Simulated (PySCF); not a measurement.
Electron correlation in Tm⁵¹⁺ (thulium, charge +51)

Starting occupation: [Ar]. Calculation: PySCF 2.14, in an even-tempered Gaussian basis (18 s from 4.7 bohr⁻², ratio 2.6; 14 p from 6.2 bohr⁻², ratio 2.6; 5 d from 6.3 bohr⁻², ratio 2.8; 3 f from 100 bohr⁻², ratio 2.8); X2C-1e with screened-nucleus spin-orbit coupling, Gaussian nucleus. Frozen: [Ne]; 8 electrons correlated; the 62 highest virtual spinors left out.

MP2 pair energies summed by pair of shells (mhartree):

```tsv
pair	energy	share (%)
3p3/2-3p3/2	-192.12	42.7
3p1/2-3p3/2	-163.75	36.4
3p1/2-3p1/2	-41.66	9.3
3p3/2-3s1/2	-24.03	5.3
3s1/2-3s1/2	-15.08	3.4
3p1/2-3s1/2	-13.16	2.9
```

Total MP2 correlation energy: -449.80 mhartree.

The virtual space was cut to 50 spinors, which keep -433.87 of the -449.80 mhartree of MP2 correlation.

| level | correlation energy (mhartree) |
| --- | --- |
| CCSD | -475.23 |
| (T) | -1.77 |
| CCSD(T) | -477.00 |

Diagnostics: T1 = 0.00019, largest double amplitude 0.036.

Cost of the coupled-cluster step: roughly 19 core-seconds, for 8 occupied and 50 virtual spinors.

Iterations:

```
Init t2, MP2 energy = -0.433870289787977
CCSD nocc = 8, nmo = 58
Init t2, MP2 energy = -0.433870289787977
Init E_corr(GCCSD) = -0.433870289787977
cycle = 1  E_corr(GCCSD) = -0.469245496416876  dE = -0.0353752066  norm(t1,t2) = 0.0122019
cycle = 2  E_corr(GCCSD) = -0.474153674384882  dE = -0.00490817797  norm(t1,t2) = 0.00244079
cycle = 3  E_corr(GCCSD) = -0.475274039367164  dE = -0.00112036498  norm(t1,t2) = 0.000658091
cycle = 4  E_corr(GCCSD) = -0.475233561406643  dE = 4.04779605e-05  norm(t1,t2) = 7.01798e-05
cycle = 5  E_corr(GCCSD) = -0.475234972399592  dE = -1.41099295e-06  norm(t1,t2) = 6.54668e-06
cycle = 6  E_corr(GCCSD) = -0.475234873198745  dE = 9.92008461e-08  norm(t1,t2) = 5.67545e-07
cycle = 7  E_corr(GCCSD) = -0.475234876373572  dE = -3.17482679e-09  norm(t1,t2) = 3.55659e-08
GCCSD converged
E(GCCSD) = -11066.17730497859  E_corr = -0.4752348763735721
```

The coupled-cluster values are those of the cut space; adding the MP2 remainder, -15.93 mhartree, estimates the full space.

At this charge the one-electron X2C treatment keeps the bare 1/r₁₂, with no two-electron picture change or Breit term. The effect here is smaller than on the frozen 1s shell.
